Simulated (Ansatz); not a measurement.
Ansatz results at the PBE0-D4/def2-TZVP geometry: ideal-gas entropy at 298 K and 1 bar (rigid rotor, harmonic PBE0-D4/def2-TZVP) 251 J/(mol·K); size of the dipole moment (PBE/def2-TZVPP) 0.58 D; zero-point energy (PBE0-D4/def2-TZVP) 25.2 kJ/mol.

(1) Which molecule gave them?
A. `Cl[B]Br`•
B. `[O][AlH][Cl]`•
C. `[BH]Br`•
D. `[SiH2][GeH3]`•

## Answers

(1) C. The others give `[O][AlH][Cl]`•: 290, 1.48, 27.3; `[SiH2][GeH3]`•: 305, 0.06, 100.0; `Cl[B]Br`•: 288, 0.49, 10.8.
